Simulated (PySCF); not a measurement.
# Löwdin shares of the frontier orbitals

Compound: GeBrMe3, C3H9BrGe.
Z-matrix (Å and degrees, PBE0-D3(BJ)/def2-SVP geometry), rows numbered from 1:
```
Ge
Br  1  2.3411
C   1  1.9454  2  106.36
H   3  1.0992  1  110.28  2   -57.67
H   3  1.1011  1  109.89  2  -177.64
H   3  1.0991  1  110.27  2    62.39
C   1  1.9458  2  106.38  3  -119.89
H   7  1.0991  1  110.30  2   -61.54
H   7  1.1009  1  109.96  2   178.45
H   7  1.0991  1  110.26  2    58.47
C   1  1.9453  2  106.42  3   120.04
H  11  1.0990  1  110.33  2    61.34
H  11  1.0987  1  110.22  2   -58.65
H  11  1.1012  1  109.99  2  -178.65
```

Method: TDDFT PBE0/def2-SVPD, vertical, gas phase, core orbitals frozen in the response in PySCF 2.14.0, density-fitted response routines. Relativistic effects, spin–orbit coupling among them, are left out although an element past zinc is present.

Kohn–Sham orbitals with the atoms that hold most of them (Löwdin shares over 4%, at most four atoms; ? is withheld):

| orbital | ε (eV) | atoms |
| --- | --- | --- |
| LUMO+2 | 1.23 | Br2 24%, C11 14%, H13 9%, C7 8% |
| LUMO+1 | 0.30 | Ge1 24%, Br2 20%, C11 9%, C7 9% |
| LUMO | 0.17 | ? |
| HOMO | -7.77 | Br2 76%, Ge1 8%, C3 7%, C7 6% |
| HOMO-1 | -7.77 | Br2 76%, Ge1 8%, C11 8% |
| HOMO-2 | -9.10 | C7 27%, Ge1 19%, Br2 15%, C11 11% |
| HOMO-3 | -9.10 | C3 23%, C11 20%, Ge1 19%, Br2 15% |

Q: Which atoms hold the LUMO, and with what shares?

A: Br2 (bonded to Ge) 33%; Ge1 (bonded to Br and 3 C) 24%; C11 (bonded to Ge and 3 H) 7%; C7 (bonded to Ge and 3 H) 7%. By element: bromine 33%, germanium 24%, carbon 14% or more.

Within 0.005 eV of a neighbour in this list lie HOMO-3/HOMO-2 and HOMO-1/HOMO.

Q: How does S1 compare with the orbital gap of 7.94 eV?

A: S1 is at 6.55 eV (f = 0.030), 1.39 eV below the gap, made of HOMO-1/HOMO→LUMO (65%), HOMO-1/HOMO→LUMO+1 (33%). S1/S2 lie within about 0.01 eV of each other. 

Next come S2 at 6.55 eV (f 0.030), HOMO-1/HOMO→LUMO (65%), HOMO-1/HOMO→LUMO+1 (33%); S3 at 7.08 eV (f 0.058), HOMO-1/HOMO→LUMO+1 (64%), HOMO-1/HOMO→LUMO (33%); S4 at 7.08 eV (f 0.058), HOMO-1/HOMO→LUMO+1 (65%), HOMO-1/HOMO→LUMO (33%); S5 at 8.01 eV (f 0.018), HOMO-1/HOMO→LUMO+2 (≥48%), HOMO-1/HOMO→LUMO+3 (≥29%), HOMO-3/HOMO-2→LUMO (≥11%).

Orbitals of the list HOMO-3 to LUMO+2 that lie within 0.01 eV of each other are written together with a slash and their weights summed (≥ marks a lower bound); for degenerate orbitals outside that list single weights are arbitrary.

Löwdin shares depend on the basis, the more so with diffuse functions.
